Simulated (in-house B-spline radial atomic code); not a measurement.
A run on S IV (S3+) (an excited or competing configuration) that did not converge. Method: non-relativistic wB97X, spin-polarised, spherical fractional occupations, exact exchange averaged over the configuration, point nucleus; computed with a B-spline radial code for spherical atoms.

Command:
```bash
python run_scf.py task.json out
```
Settings:
```
Z                16
configuration    [Ne] 3s1 3p1 4f1
hamiltonian      nr
method           wb97x
spin_polarised   True
exact_exchange   averaged over the configuration
```

First and last ten iterations of the last attempt (damped for 15 steps, keeping 80 % of the old Fock matrix, then DIIS):
```
 iter        energy (Eh)    residual
    1        -392.512237    2.64e-01
    2        -393.861744    1.26e-01
    3        -393.933861    9.29e-02
    4        -393.973169    6.82e-02
    5        -393.994510    5.01e-02
    6        -394.006067    3.68e-02
    7        -394.012318    2.71e-02
    8        -394.015700    1.99e-02
    9        -394.017531    1.46e-02
   10        -394.018525    1.08e-02
  111        -394.019740    3.48e-06
  112        -394.019740    4.09e-06
  113        -394.019740    4.35e-06
  114        -394.019740    3.05e-06
  115        -394.019740    1.26e-05
  116        -394.019740    4.24e-06
  117        -394.019740    3.67e-06
  118        -394.019740    3.25e-06
  119        -394.019740    3.62e-06
  120        -394.019740    1.85e-05
 not converged after 120 iterations
```

The smallest residual met was 3.0e-06; the threshold is about 2e-07. Over the last five steps the energy moves by less than 1e-08 hartree, but the orbitals didn't meet the threshold. Run time, properties included: 8.4 s on 1 thread of Arm Neoverse N1, on a shared host.
